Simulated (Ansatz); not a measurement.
Start from `CC([SeH])[TeH]` and change one atom or group to get `CC[SeH]`.

Ansatz, PBE0-D4/def2-TZVP geometries, multiplicity 1. Each molecule was computed in one conformer, which needn't be the lowest.

Elements past krypton have def2 core potentials. Scalar relativity is left out up to krypton.

```csv
property,`CC([SeH])[TeH]`
HOMO energy (B3LYP/def2-TZVPP) / eV,-6.13
size of the dipole moment (PBE/def2-TZVPP) / D,1.66
HOMO–LUMO gap (B3LYP/def2-TZVPP) / eV,4.87
LUMO energy (B3LYP/def2-TZVPP) / eV,-1.26
HOMO energy (ωB97M-V/def2-TZVPP) / eV,-8.45
HOMO–LUMO gap (ωB97M-V/def2-TZVPP) / eV,9.25
```

(1) Give the same properties after the change, and the shifts. (An estimate is asked.)

## Answers

(1) Ansatz gave: 
```tsv
property	`CC[SeH]`	shift
HOMO energy (B3LYP/def2-TZVPP) / eV	-6.24	-0.11
size of the dipole moment (PBE/def2-TZVPP) / D	1.55	-0.11
HOMO–LUMO gap (B3LYP/def2-TZVPP) / eV	6.10	1.23
LUMO energy (B3LYP/def2-TZVPP) / eV	-0.14	1.12
HOMO energy (ωB97M-V/def2-TZVPP) / eV	-8.68	-0.23
HOMO–LUMO gap (ωB97M-V/def2-TZVPP) / eV	10.58	1.33
```

With PBE0 the HOMO falls by 0.12 eV and the LUMO rises by 1.17 eV, so the gap widens by about 1.29 eV. PBE moves the HOMO by 0.01 eV and ωB97M-V by -0.23 eV. The zero-point energy changes by 9.3 kJ/mol with -3 modes. Dipoles are sizes alone; their direction can turn.

B3LYP here is the variant with VWN-RPA as its local correlation; programs differ in this.

Spin–orbit coupling is left out; it splits and shifts lone-pair levels of the heavy atoms by tenths of an eV.
